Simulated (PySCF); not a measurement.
## Magnetisability: `InChI=1S/C10H19P/c1-6-8-11(5,7-2)9-10(3)4/h10H,5,7,9H2,1-4H3/t11-/m0/s1`

Geometry:
| atom | x (Å) | y (Å) | z (Å) |
| --- | --- | --- | --- |
| C1 | -0.458 | -1.388 | 2.237 |
| P2 | -0.467 | -0.146 | 1.071 |
| C3 | -1.468 | -0.691 | -0.269 |
| C4 | -2.157 | -1.131 | -1.154 |
| C5 | -2.979 | -1.637 | -2.228 |
| C6 | -1.368 | 1.281 | 1.802 |
| C7 | -1.702 | 2.410 | 0.838 |
| C8 | 0.886 | 0.709 | 0.058 |
| C9 | 1.821 | -0.342 | -0.540 |
| C10 | 2.567 | 0.219 | -1.748 |
| C11 | 2.804 | -0.837 | 0.517 |
| H12 | 0.045 | -1.067 | 3.149 |
| H13 | -0.015 | -2.301 | 1.840 |
| H14 | -2.579 | -2.587 | -2.582 |
| H15 | -3.998 | -1.793 | -1.873 |
| H16 | -2.995 | -0.928 | -3.056 |
| H17 | -0.765 | 1.648 | 2.639 |
| H18 | -2.278 | 0.841 | 2.221 |
| H19 | -0.807 | 2.942 | 0.526 |
| H20 | -2.368 | 3.124 | 1.319 |
| H21 | -2.202 | 2.016 | -0.046 |
| H22 | 1.441 | 1.396 | 0.704 |
| H23 | 0.411 | 1.285 | -0.740 |
| H24 | 1.207 | -1.193 | -0.870 |
| H25 | 3.156 | 1.088 | -1.458 |
| H26 | 1.869 | 0.519 | -2.527 |
| H27 | 3.240 | -0.529 | -2.161 |
| H28 | 2.264 | -1.182 | 1.397 |
| H29 | 3.401 | -1.661 | 0.132 |
| H30 | 3.476 | -0.035 | 0.817 |

Theory: GIAO wB97X-D/pcSseg-1 magnetisability, rotational g tensor and spin-rotation constants, non-relativistic, gas phase in PySCF. Geometry: GFN2-xTB.

(1) What are the magnetisability and the molar susceptibility?

(2) Split it along the inertial axes a, b, c into diamagnetic and paramagnetic parts about the centre of mass, with the quadrupole moment.

(3) And the rotational g tensor?

Results:

(1) Isotropic -2218 × 10⁻³⁰ J/T², or -133.6 × 10⁻⁶ cm³/mol; principal values -2324, -2220, -2110 × 10⁻³⁰ J/T², anisotropy 185 × 10⁻³⁰ J/T² (root of half the summed squared differences of the principal values). The susceptibility is in cgs units.

(2) 
| axis | χ (10⁻⁶ cm³/mol) | diamagnetic (10⁻⁶ cm³/mol) | paramagnetic (10⁻⁶ cm³/mol) | summed x² of all electrons (Å²) | quadrupole Θ (D Å) |
| --- | --- | --- | --- | --- | --- |
| a | -133.1 | -1573.5 | 1440.4 | 356.2 | +3.62 |
| b | -132.9 | -2076.6 | 1943.7 | 237.6 | +9.94 |
| c | -134.7 | -2519.2 | 2384.6 | 133.3 | -13.57 |

Anisotropies 2χaa − χbb − χcc = +1.2 and 2χbb − χaa − χcc = +2.1 × 10⁻⁶ cm³/mol. Θ is traceless in Buckingham's convention.

(3) 
| axis | rotational constant (GHz) | g | nuclear part | electronic part |
| --- | --- | --- | --- | --- |
| a | 0.9054 | -0.0024 | 0.6102 | -0.6127 |
| b | 0.6639 | -0.0030 | 0.6032 | -0.6063 |
| c | 0.5332 | +0.0015 | 0.5988 | -0.5973 |

Asymmetric top; isotopes 12C, 1H, 31P; no vibrational averaging.
